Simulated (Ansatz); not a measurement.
Computed with Ansatz on PBE0-D4/def2-TZVP structures; ΔE is electronic, products minus reactants. CBS: MP2 limit from def2 TZ/QZ plus the TZ coupled-cluster correction, frozen cores. This one scheme is used for every species. DFT in def2-TZVPP. def2 core potentials past Kr. For Sn outer-core shells are correlated without core-valence functions, which leaves a few kJ/mol of doubt a bond.

Consider the ligand exchange at the Sn–C bond: `[CH3][SnH2][C]#N` + HCl → `[CH3][SnH2][Cl]` + `C#N`.

Task: Is it downhill or uphill in electronic energy at CCSD(T)/CBS, and by how much? (Estimate.)

Result: The calculation gave: Downhill: ΔE = -15.1 kcal/mol.

Task: What do these levels give: revPBE-D4, r2SCAN-D4, r2SCANh-D4, BHLYP-D4, CAM-B3LYP-D4, PBE, PBE0, r2SCANh, MP2/def2-TZVPP, CCSD/def2-TZVPP, CCSD(T)/def2-TZVPP, HF/CBS(def2)? (Estimate.)

Result: Ansatz gave: revPBE-D4 -15.5, r2SCAN-D4 -16.3, r2SCANh-D4 -16.3, BHLYP-D4 -16.6, CAM-B3LYP-D4 -15.5, PBE -15.5, PBE0 -15.7, r2SCANh -16.3, MP2/def2-TZVPP -13.5, CCSD/def2-TZVPP -13.3, CCSD(T)/def2-TZVPP -12.9, HF/CBS(def2) -17.3 kcal/mol.

Task: What do rigid-rotor, harmonic-oscillator terms from PBE0-D4/def2-TZVP frequencies (298.15 K, 1 bar) make of the CCSD(T)/CBS value? (Estimate.)

Result: The calculation gave: ΔZPE = +1.8 kcal/mol, ΔH = -13.8 kcal/mol, ΔS = -1 J/(mol·K), ΔG = -13.7 kcal/mol.

Largest T1 diagnostic among the species: 0.014.

At CCSD(T), def2-SVP lies +0.8 kcal/mol from the extrapolated value and def2-TZVPP +2.2 kcal/mol. In def2-TZVPP, CCSD(T) changes the Hartree–Fock value by +4.1 kcal/mol (the triples alone add +0.4 kcal/mol) and MP2 by +3.5 kcal/mol. Leaving LDA and LC-ωPBE aside and taking each functional with its dispersion term where it has one, the values, not all of them listed here, spread over 1.9 kcal/mol, from B97M-V to PBE-QIDH. LDA lies +0.8 kcal/mol from PBE without D4.
